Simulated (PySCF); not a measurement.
Species: F2H3PSi.
InChI=1S/F2H3PSi/c1-3(2)4/h4H3

The closed-shell ground state was solved at several levels (PySCF, density fitting, gas phase, non-relativistic). Geometry: PBE0-D3(BJ)/def2-SVP; no solvent, vibrations or thermal averaging.

| level | basis functions | HOMO (eV) | LUMO (eV) | gap (eV) | dipole (D) |
| --- | --- | --- | --- | --- | --- |
| CAM-B3LYP/pcSseg-2 | 200 | -8.72 | 0.05 | 8.77 | 1.94 |
| PBE0/pcSseg-1 | 97 | -7.39 | -0.85 | 6.54 | 1.88 |

Q: What might CAM-B3LYP/def2-SVPD (118 basis functions) give for the same quantities?

A: HOMO -8.75 eV, LUMO 0.08 eV, gap 8.83 eV, dipole 1.95 D.

Q: Over all these levels, which gives the widest orbital gap and which the narrowest?

A: CAM-B3LYP/def2-SVPD (range-separated hybrid) has the widest, 8.83 eV, and PBE0/pcSseg-1 (global hybrid, 25 % exact exchange) the narrowest, 6.54 eV. Functional and basis both differ between the two, so the spread mixes both effects.

Q: How far do the dipole and the HOMO energy spread over the levels?

A: The dipole runs from 1.88 to 1.95 D (mean 1.92 D) and the HOMO from -8.75 to -7.39 eV.
